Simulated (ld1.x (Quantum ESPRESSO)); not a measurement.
rhodium: one change to a TM potential, before and after

rhodium (Rh), norm-conserving Troullier–Martins (Kleinman–Bylander form), made with ld1.x (Quantum ESPRESSO) 7.5 (PBE, scalar-relativistic). Core [Ar] 3d10, reference 4s2 4p6 4d7 5s0 5p0 (charge +2). Waves: 4s (bound): rc 1.65 bohr; 4p (bound): rc 1.20 bohr; 4d (bound): rc 1.70 bohr. Local part: the d channel. Core correction: Bessel-smoothed model core inside 1.05 bohr.

All-electron outer shells of the reference configuration (PBE, scalar-relativistic, ld1.x):

| shell | level (eV) | outermost node (bohr) | outermost maximum (bohr) |
| --- | --- | --- | --- |
| 3d | -321.78 | – | 0.29 |
| 4s | -103.45 | 0.47 | 0.88 |
| 4p | -71.24 | 0.47 | 0.94 |
| 4d | -25.74 | 0.46 | 1.13 |
| 5s | -19.67 | 1.17 | 2.35 |
| 5p | -13.78 | 1.31 | 2.84 |

Change: wave 4d (bound): rc 1.70 bohr becomes 4d (bound): rc 1.90 bohr.

Cutoffs: the cutoffs (Ry, on a coarse ladder) from which the occupation-weighted sum of valence levels, in a spherical-Bessel basis at the reference potential, stays within 10 and 1 mRy of its value at 400 Ry; they do not see the model core or the augmentation charge, which bear on the density cutoff. Errors are all-electron minus pseudo energies relative to the spin-unpolarised reference configuration.

Question: Predict the effect on cutoff, ghosts and configuration errors.

Answer: The potential gets neither clearly harder nor softer (110 Ry and 160 Ry → 110 Ry and 160 Ry); of the 7 tests that both files solve, the error grows in 3 and shrinks in 0 by more than 15 % and 0.3 meV (median size 607.4 → 619.8 meV); neither file shows a bound ghost. More of the atom is replaced by a form fitted at one configuration, so other configurations suffer.

```csv
quantity,base,changed
"cutoff, loose",110 Ry,110 Ry
"cutoff, tight",160 Ry,160 Ry
loose cutoff by channel (10 mRy a level),"s 35 Ry, p 70 Ry, d 45 Ry","s 35 Ry, p 70 Ry, d 40 Ry"
bound ghosts,none,none
"error for 4s2 4p6 4d8 5s1 5p0, meV [ΔE -26.97 eV]",+607,+620
"error for 4s2 4p6 4d8 5s0 5p0, meV [ΔE -19.51 eV]",+0.3,-3.0
"error for 4s2 4p6 4d6 5s0 5p0, meV [ΔE 32.50 eV]",-1.6,-3.9
"error for 4s2 4p6 4d7 5s1 5p0, meV [ΔE -15.84 eV]",+981,+1022
"error for 4s2 4p5 4d8 5s1 5p0, meV [ΔE 29.66 eV]",+1071,+1118
"error for 4s2 4p6 4d7 5s1 5p1, meV [ΔE -20.35 eV]",+848,+865
"error for 4s2 4p6 4d9 5s0 5p0, meV [ΔE -27.88 eV]",-2.1,-13
```
